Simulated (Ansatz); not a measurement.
Reaction 0.25 R1 + 0.75 R2 → P1, each structure at its B3LYP-D3(BJ)/def2-TZVP stationary point, reached from a drawn start (curvature not checked).
P1: CH3F (SMILES CF), charge 0, multiplicity 1.
R1: CF4 (SMILES FC(F)(F)F), charge 0, multiplicity 1.
R2, CH4 (SMILES C) (charge 0, multiplicity 1):
```xyz
5

C      0.000     0.000     0.000
H      0.629     0.629     0.629
H     -0.629    -0.629     0.629
H      0.629    -0.629    -0.629
H     -0.629     0.629    -0.629
```

P less R. No zero-point or thermal terms.

Frozen-core correlation throughout.

Codes used: Ansatz (a quantum-chemistry and plane-wave program) with Gaussian orbitals. No computed number here is a measurement.

Total energies in hartree:

```tsv
structure	PBE/def2-TZVPP	r2SCAN/def2-TZVPP	CCSD(T)/cc-pVQZ
P1	-139.647721	-139.732183	-139.603376
R1	-437.276180	-437.512578	-437.139388
R2	-40.464286	-40.500875	-40.450883
```

**Question.** Work out the reaction energy at each level in kJ/mol (1 hartree = 2625.49964 kJ/mol), and say how far PBE/def2-TZVPP lies from CCSD(T)/cc-pVQZ.

**Answer.** 
- PBE/def2-TZVPP: (-139.647721) − 0.25 × (-437.276180) − 0.75 × (-40.464286) = 0.019539 hartree = 51.3 kJ/mol
- r2SCAN/def2-TZVPP: (-139.732183) − 0.25 × (-437.512578) − 0.75 × (-40.500875) = 0.021618 hartree = 56.8 kJ/mol
- CCSD(T)/cc-pVQZ: (-139.603376) − 0.25 × (-437.139388) − 0.75 × (-40.450883) = 0.019633 hartree = 51.5 kJ/mol
PBE/def2-TZVPP less CCSD(T)/cc-pVQZ: -0.2 kJ/mol. CCSD(T)/cc-pVQZ is the level counted from, the highest shown, and no exact or measured value.
